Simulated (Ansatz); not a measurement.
```yaml
crystal:
  periodic: [false, false, false]
  atoms:
    - {symbol: Cl, position_ang: [-0.005140, 1.955371, 0.202809]}
    - {symbol: Ga, position_ang: [-0.595247, -0.180463, -0.242993]}
    - {symbol: Br, position_ang: [0.793420, -1.909860, 0.221746]}
basis:
  gaussian: {orbitals: def2-TZVP, fitting: {mean_field: cc-pVTZ-jkfit}}
magnetization: {spin_polarized: true, initial_magnetization: 5}
hamiltonian: {xc: {name: PBE0}}
```

```sh
$ ansatz run in.yaml --threads 2 --pin off --events-out ev --progress --plain --max-ram 32768MiB --backend cpu
```

Output, abridged:

```
Functional definition: PBE0
535 factors; integrals over basis functions are off by at most 3.8e-1 eV
mean field evaluation 1: about -134912.9565 eV, gradient 2.4e1 eV
mean field evaluation 2: about -134882.0508 eV, gradient 6.8e1 eV
mean field evaluation 4: about -134917.2433 eV, gradient 7.6e0 eV
mean field evaluation 8: about -134917.6765 eV, gradient 1.2e0 eV
mean field evaluation 16: about -134918.4511 eV, gradient 4.3e-2 eV
mean field evaluation 32: about -134918.4540 eV, gradient 1.9e-2 eV
mean field evaluation 64: about -134918.4429 eV, gradient 1.0e-1 eV
mean field -134918.47264722 eV, -4958.1624187600 hartree, gradient 5.0e-6 eV, S^2 8.758795; 4 other end points of the search recorded, 0 dependent functions left out
reference -134918.47267387 eV, -4958.1624197395 hartree; 44, 39 occupied and 89, 94 virtual orbitals, 535 factors
Total energy: -134918.47267387 eV, -4958.1624197395 hartree
```

In this input the spin is set far too high for this molecule. Self-consistency was reached. The result belongs to that input, not to the molecule as meant.
